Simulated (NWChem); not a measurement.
Correlation energy of boron oxyfluoride (BFO)

```xyz
3

F      0.0000     0.0000    -1.1962
B      0.0000     0.0000     0.0865
O      0.0000     0.0000     1.2917
```
Charge 0, spin multiplicity 1.

The numbers come from NWChem runs, not from measurements. Structure: optimised with PBE0/def2-SVP, a minimum by its harmonic frequencies.

Basis set: cc-pVTZ. Each correlation energy counts from its own Hartree-Fock reference.

The correlated methods keep 3 core orbitals frozen. Coupled-cluster values serve here as a point of comparison, not as the truth.

Q: One of these methods gave a correlation energy of -570.5 mHa. Which?
A. RI-MP2
B. CCSD
C. SCS-MP2
D. CR-CCSD[T]

A: A, RI-MP2. The others give -554.0 (SCS-MP2), -585.4 (CR-CCSD[T]), -567.0 (CCSD).
